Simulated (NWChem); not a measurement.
System: CCl3, doublet; SMILES [C](Cl)(Cl)Cl

Here is an NWChem input.

```
start job
memory heap 200 mb stack 700 mb global 900 mb
geometry units angstroms noautosym nocenter noautoz
  Cl    -1.632276    -0.423451    -0.024816
  C      0.000000     0.000000     0.271240
  Cl     1.182858    -1.201867    -0.024816
  Cl     0.449418     1.625318    -0.024816
end
basis spherical
  * library def2-svp
end
dft
  odft
  mult 2
  xc m05-2x
  iterations 150
end
cosmo
  do_cosmo_smd true
  solvent dioxane
end
task dft energy
```

Parts of the log:

```
             Northwest Computational Chemistry Package (NWChem) 7.3.0
             --------------------------------------------------------

                             Geometry "geometry" -> ""
                             -------------------------

 Output coordinates in angstroms (scale by  1.889725989 to convert to a.u.)

  No.       Tag          Charge          X              Y              Z
 ---- ---------------- ---------- -------------- -------------- --------------
    1 Cl                  17.0000    -1.63227600    -0.42345100    -0.02481600
    2 C                    6.0000     0.00000000     0.00000000     0.27124000
    3 Cl                  17.0000     1.18285800    -1.20186700    -0.02481600
    4 Cl                  17.0000     0.44941800     1.62531800    -0.02481600

 Effective nuclear repulsion energy (a.u.)     251.6593739911

                                 NWChem DFT Module
                                 -----------------

 Summary of "ao basis" -> "ao basis" (spherical)
 ------------------------------------------------------------------------------
       Tag                 Description            Shells   Functions and Types
 ---------------- ------------------------------  ------  ---------------------
 Cl                         def2-svp                 8       18   4s3p1d
 C                          def2-svp                 6       14   3s2p1d

 in cosmo_initialize ...
 calling solv_data for solv:dioxane

 solvent parameters
 solvname_short: dioxane
 solvname_long:  1,4-dioxane
 dielec:        2.2099
 dielecinf:     2.0232
 nonaqueous SMD model solvent descriptors
 dielec:        2.2099
 sola:          0.0000
 solb:          0.6400
 solc:          0.0000
 solg:         47.1400
 solh:          0.0000
 soln:          1.4224

          ---------------
          -cosmo- solvent
          ---------------
 Cosmo: York-Karplus, doi: 10.1021/jp992097l
 dielectric constant -eps-     =   2.21
 screen = (eps-1)/(eps    )    =   0.54749
 surface charge correction     = lagrangian

   van der Waals surface
 --------------------------

 ---------- ATOMIC COORDINATES (A.U.) ------------ VDWR(ANG.) --
     1   -3.08455438   -0.80020636   -0.04689544     2.380
     2    0.00000000    0.00000000    0.51256928     1.850
     3    2.23527750   -2.27119930   -0.04689544     2.380
     4    0.84927687    3.07140566   -0.04689544     2.380
 number of segments per atom =        128
 number of   points per atom =        128
 atom (   nspa,  nppa )
 ----------------------
    1 (     88,     0 )       0
    2 (      9,     0 )       0
    3 (     88,     0 )       0
    4 (     88,     0 )       0
 number of -cosmo- surface points =      273
 molecular surface =    146.657 angstrom**2
 molecular volume  =    139.922 angstrom**3
 -lineq- algorithm             =   0
 -bem- low  level              =   3
 -bem- from -octahedral-
 gaussian surface charge width =   4.50000
 degree of switching           =   1.00000
 switching function tolerance  =   0.00010
 atomic radii =
 --------------
    1 17.000  2.380
    2  6.000  1.850
    3 17.000  2.380
    4 17.000  2.380
 ...... end of -cosmo- initialization ......

 nat:                     4
 ixmem:                  1008
 calling mnsol_interface()
 G(SMD-CDS) energy (kcal/mol)  =    -1.154
 SMD-CDS SASA (angstrom**2)    =   125.292

            General Information
            -------------------
          SCF calculation type: DFT
          Wavefunction type:  spin polarized.
          No. of atoms     :     4
          No. of electrons :    57
           Alpha electrons :    29
            Beta electrons :    28
          Charge           :     0
          Spin multiplicity:     2
          Use of symmetry is: off; symmetry adaption is: off
          Maximum number of iterations: 150
          AO basis - number of functions:    68
                     number of shells:    30
          Convergence on energy requested:  1.00D-06
          Convergence on density requested:  1.00D-05
          Convergence on gradient requested:  5.00D-04

              XC Information
              --------------
                       M05-2X Method XC Functional
                     Hartree-Fock (Exact) Exchange  0.560
                M05-2X metaGGA Exchange Functional  0.440
                      M05-2X Correlation Potential  1.000

[...]

                                COSMO-SMD solvation results
                                ---------------------------

             internal energy in gas <Psi(g)|H|Psi(g)> =     -1418.142271322542
         internal energy in solvent <Psi(s)|H|Psi(s)> =     -1418.142269682708
                               delta internal energy  =         0.000001639833 (    0.00 kcal/mol)
   total free energy in solvent <Psi(s)|H+V/2|Psi(s)> =     -1418.142481672744
 polarization energy contribution <Psi(s)|V/2|Psi(s)> =        -0.000211990036 (   -0.13 kcal/mol)
    total free energy in solvent including G(SMD-CDS) =     -1418.144320580792
                       G(SMD-CDS) energy contribution =        -0.001838908048 (   -1.15 kcal/mol)
     1 M fixed-concentration free energy of solvation =        -0.002049258250 (   -1.29 kcal/mol)

                    DFT Final Alpha Molecular Orbital Analysis
                    ------------------------------------------

 Vector   27  Occ=1.000000D+00  E=-4.122601D-01
              MO Center=  1.7D-01, -1.4D-01,  1.6D-02, r^2= 3.9D+00
   Bfn.  Coefficient  Atom+Function         Bfn.  Coefficient  Atom+Function
  ----- ------------  ---------------      ----- ------------  ---------------
    45      0.356949  3 Cl pz                42      0.274334  3 Cl pz
    12     -0.244180  1 Cl py                61      0.217984  4 Cl px
    62     -0.200697  4 Cl py                63     -0.195720  4 Cl pz
    44     -0.188242  3 Cl py                 9     -0.186900  1 Cl py
    11      0.178502  1 Cl px                58      0.166945  4 Cl px

 Vector   28  Occ=1.000000D+00  E=-3.839706D-01
              MO Center=  4.3D-04, -4.5D-04, -2.2D-02, r^2= 4.0D+00
   Bfn.  Coefficient  Atom+Function         Bfn.  Coefficient  Atom+Function
  ----- ------------  ---------------      ----- ------------  ---------------
    12      0.379786  1 Cl py                61      0.378164  4 Cl px
     9      0.291096  1 Cl py                58      0.289849  4 Cl px
    43     -0.279801  3 Cl px                44     -0.275384  3 Cl py
    40     -0.214464  3 Cl px                41     -0.211075  3 Cl py
     6      0.164791  1 Cl py                55      0.164086  4 Cl px

 Vector   29  Occ=1.000000D+00  E=-2.819008D-01
              MO Center=  4.0D-06, -5.9D-06,  2.3D-01, r^2= 2.8D+00
   Bfn.  Coefficient  Atom+Function         Bfn.  Coefficient  Atom+Function
  ----- ------------  ---------------      ----- ------------  ---------------
    24      0.535890  2 C  pz                27      0.389235  2 C  pz
    13     -0.345737  1 Cl pz                45     -0.345733  3 Cl pz
    63     -0.345735  4 Cl pz                10     -0.213485  1 Cl pz
    42     -0.213495  3 Cl pz                60     -0.213484  4 Cl pz
    21      0.207830  2 C  s                 20      0.164734  2 C  s

 Vector   30  Occ=0.000000D+00  E= 4.482588D-02
              MO Center= -6.1D-05,  7.9D-05, -3.8D-02, r^2= 3.3D+00
   Bfn.  Coefficient  Atom+Function         Bfn.  Coefficient  Atom+Function
  ----- ------------  ---------------      ----- ------------  ---------------
    21      1.194575  2 C  s                 20      0.623874  2 C  s
    11     -0.594304  1 Cl px                62      0.591785  4 Cl py
     4     -0.444001  1 Cl s                 36     -0.443905  3 Cl s
    54     -0.444018  4 Cl s                 44     -0.437547  3 Cl py
    43      0.430620  3 Cl px                27     -0.344632  2 C  pz

 Vector   31  Occ=0.000000D+00  E= 1.199555D-01
              MO Center=  1.9D-01, -1.8D-01,  1.3D-01, r^2= 3.0D+00
   Bfn.  Coefficient  Atom+Function         Bfn.  Coefficient  Atom+Function
  ----- ------------  ---------------      ----- ------------  ---------------
    26     -0.851031  2 C  py                25      0.812492  2 C  px
    36     -0.754936  3 Cl s                 43      0.577841  3 Cl px
    44     -0.580246  3 Cl py                23     -0.438806  2 C  py
    22      0.418933  2 C  px                54      0.387370  4 Cl s
    61     -0.374858  4 Cl px                 4      0.367510  1 Cl s

 Vector   32  Occ=0.000000D+00  E= 1.199613D-01
              MO Center= -1.9D-01,  1.8D-01,  1.3D-01, r^2= 3.0D+00
   Bfn.  Coefficient  Atom+Function         Bfn.  Coefficient  Atom+Function
  ----- ------------  ---------------      ----- ------------  ---------------
    25      0.850986  2 C  px                26      0.812438  2 C  py
    11      0.731257  1 Cl px                62      0.720910  4 Cl py
     4      0.659497  1 Cl s                 54     -0.648013  4 Cl s
    22      0.438825  2 C  px                23      0.418956  2 C  py
    44     -0.231725  3 Cl py                43     -0.217720  3 Cl px

                     DFT Final Beta Molecular Orbital Analysis
                     -----------------------------------------

 Vector   26  Occ=1.000000D+00  E=-3.985808D-01
              MO Center= -4.8D-01,  5.5D-01, -2.0D-03, r^2= 3.4D+00
   Bfn.  Coefficient  Atom+Function         Bfn.  Coefficient  Atom+Function
  ----- ------------  ---------------      ----- ------------  ---------------
    63     -0.432857  4 Cl pz                13      0.419269  1 Cl pz
    60     -0.324007  4 Cl pz                10      0.313836  1 Cl pz
    57     -0.185999  4 Cl pz                 7      0.180161  1 Cl pz
    62     -0.148079  4 Cl py                11     -0.143040  1 Cl px
    12     -0.102616  1 Cl py                59     -0.100450  4 Cl py

[...]
```

Level: M05-2X/def2-SVP, spin-unrestricted, SMD on the gas-phase geometry. In the optimisation the excess spin sits in a (C3, its own frame). Structure relaxed at the PBE0/def2-SVP, spin-unrestricted level. No stability test was run on the SCF state. Solvent: 1,4-dioxane.
